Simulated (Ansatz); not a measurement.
Process, species as SMILES: [SeH] (SeH) → [SeH-] (an electron is taken up)
B3LYP-D3(BJ)/def2-TZVP geometries, fixed; electronic energies without zero-point terms; positive where energy is released.
Largest species:
```
Se
H 1 1.4749
```
Charge 0, spin multiplicity 2.

The adiabatic electron affinity at CCSD(T) with Ansatz (a program for electronic structure), in eV, split into its Hartree-Fock and correlation parts. Cores are frozen (with 3d on Ga to Br). Open shells are unrestricted. No added dispersion term, no relativity. Functions are those of the species that has most. These sets lack the diffuse functions that anions need.

```
basis    X  functions  Hartree-Fock  CCSD(T)
-------  -  ---------  ------------  -------
cc-pVDZ  2         32         0.697    1.233
cc-pVTZ  3         57         1.030    1.929
cc-pVQZ  4         98         1.127    2.181
cc-pV5Z  5        159         1.152    2.255
```

Worked estimate of the basis-set limit from each neighbouring pair, with Hartree-Fock from the larger set and the correlation part extrapolated as X^-3.
Correlation parts: X = 2: 0.536, X = 3: 0.899, X = 4: 1.054, X = 5: 1.103.
- (2,3): (27·(0.899) - 8·(0.536))/19 = 1.052; with Hartree-Fock 1.030 the estimate is 2.082 eV.
- (3,4): (64·(1.054) - 27·(0.899))/37 = 1.167; with Hartree-Fock 1.127 the estimate is 2.294 eV.
- (4,5): (125·(1.103) - 64·(1.054))/61 = 1.154; with Hartree-Fock 1.152 the estimate is 2.306 eV.
The last two estimates differ by 0.012 eV; the largest set lies 0.051 from the last. Over the last step Hartree-Fock moves by 0.025 and the correlation part by 0.049.
